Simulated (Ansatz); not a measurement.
H₅NOSSeSi (`N[Si](O)(S)[SeH]`), relaxed with RKS PBE-D4/def2-SVP in Ansatz from a rough embedded geometry. The force threshold is 0.03 eV/Å; the program also tests the step.

Charge 0, multiplicity 1.

Start:

```xyz
10

N    -0.775    0.429   -1.233
Si    0.048   -0.108    0.208
O     1.555   -0.718   -0.246
S     0.341    1.448    1.545
Se   -1.188   -1.756    1.227
H    -0.263    1.256   -1.658
H    -1.709    0.875   -0.923
H     1.977   -1.092    0.559
H     1.108    2.259    0.598
H    -1.093   -2.594   -0.077
```

Task: By how much does the energy fall, and how many steps does the optimiser take? (Best estimate.)

Result: Computed: 48.87 kJ/mol, in 14 steps, 2 of them rejected.

Task: Which bonds change most? (An estimate is asked.)

Result: Computed: Si2–S4 from 2.073 to 2.177 Å; S4–H9 from 1.463 to 1.364 Å; Se5–H10 from 1.553 to 1.486 Å; N1–H7 from 1.080 to 1.022 Å.

Task: Give the relaxed structure. (An estimate is asked.)

Result: Computed: 
```xyz
10

N    -0.785    0.330   -1.246
Si    0.063   -0.075    0.201
O     1.582   -0.484   -0.384
S     0.289    1.388    1.797
Se   -1.124   -1.697    1.308
H    -0.266    0.815   -1.983
H    -1.743    0.679   -1.172
H     2.219   -0.704    0.319
H     1.289    2.051    1.148
H    -1.524   -2.303    0.012
```
